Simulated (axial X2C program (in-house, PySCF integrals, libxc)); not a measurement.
# TeBr⁺: properties at the nuclei

Calculated with an in-house all-electron X2C program for linear molecules (integrals from PySCF): two-component X2C with atomic mean-field Coulomb and Gaunt terms, Gaussian nuclei, basis Te dyall-cv3z, Br dyall-cv3z with contracted cores.

R = 2.378 Å (near the PBE0 minimum at charge 1 of the determinant lowest at the starting distance; the state shown can have its own minimum elsewhere).

Input and command:
```json
{"zs": [52, 35], "q": 1, "bas": ["dyall-cv3z", "dyall-cv3z"], "r0": 2.5, "levels": ["PBE0", "HF", "r2SCAN", "B3LYP", "PBE"], "nst": 3}
```
```bash
python soeom.py task.json out
```

Keys: zs atomic numbers; q charge; bas basis sets; r0 starting distance in Å; levels methods; nst determinants followed.

Determinant lowest in the PBE0 search, Ω = 1 (⟨Sz⟩ = 0.99, ⟨Lz⟩ = 0.01 at PBE0), spin on the atoms Te 0.85, Br 0.14:

| level | Eeff magnitude (GV/cm) | Ws magnitude Te (kHz) | Ws magnitude Br (kHz) | A∥/gI Te (MHz) | qzz Te (a.u.) | A∥/gI Br (MHz) | qzz Br (a.u.) |
| --- | --- | --- | --- | --- | --- | --- | --- |
| PBE0 | 1.19 | 0.494 | 0.0859 | -1120 | 3.85 | -127 | 6.52 |
| HF | 1.29 | 1.11 | 0.209 | -1010 | 2.31 | 6.96 | 8.02 |
| r2SCAN | 0.199 | 0.364 | 0.126 | -1090 | 4.01 | -105 | 6.36 |
| B3LYP | 1.81 | 0.864 | 0.0793 | -1020 | 4.31 | -139 | 6.22 |
| PBE | 1.56 | 0.756 | 0.0469 | -1120 | 4.36 | -174 | 5.93 |

Determinant 0.20 eV from it at PBE0 and this distance, Ω = 0 (closed shell), highest spinor 70% Te p, 28% Br p:

```
 level  qzz Te (a.u.)  qzz Br (a.u.)
  PBE0           5.21           5.88
    HF           3.70           7.24
r2SCAN           5.78           5.45
 B3LYP           5.39           5.78
   PBE           5.63           5.40
```

Eeff is the effective electric field on the electron electric dipole moment in this Ω state and Ws the scalar–pseudoscalar constant of the nucleus named (defined with the proton number Z and per Ω); A∥ (defined per Ω) follows by multiplying with gI = μI/(I μN); qzz is the electric field gradient, eQq0 = 234.96 MHz × Q/barn × qzz. The operators were transformed with the bare-nucleus X2C matrices; with these basis sets, hyperfine constants and field gradients can be off by tens of per cent, and where levels differ in sign neither size nor sign is settled.

**Question.** With gI(125Te) = -1.7770, Q(79Br) = 0.3087 barn (g factors from the IAEA table of nuclear moments by Stone; Q from Pyykkö, Mol. Phys. 2018), turn the PBE0 values of the first state into constants in MHz.

**Answer.** A∥(125Te) = -1120 × -1.7770 = 1990 MHz; eQq0(79Br) = 234.96 × (0.3087) × (6.52) = 473 MHz.

Each state is one determinant with collinear spin, which with several unpaired electrons need not be a pure state. Unrestricted Hartree–Fock can overshoot spin polarisation at the nuclei. In the state Ω = 1 the sign of Eeff differs between levels (HF, r2SCAN against PBE0). A closed determinant beside an open π² or δ² triplet, such as (π1/2)², mixes with its partner pair into the 0⁺ component of the triplet and ¹Σ⁺, so its energy is not that of a level, and 0⁺ can lie lowest. With several open shells hyperfine constants can be off by a factor of several. Where Eeff spreads by more than a factor of two the levels disagree and none is to be relied on. Open-shell Ω = 0 determinants with evenly filled partner blocks cannot be reached by this program, so the Ω shown need not be the lowest component. States lie within half an eV, so the first need not be the ground state. The sign of Ws at Te differs between levels in the first state. Further determinants of the search, some of them spin-mixed, are not shown. Where a field gradient or hyperfine factor spreads by more than a factor of two over the levels, a constant derived from it is not to be relied on. PBE0 term energies can be off by some tenths of an eV.
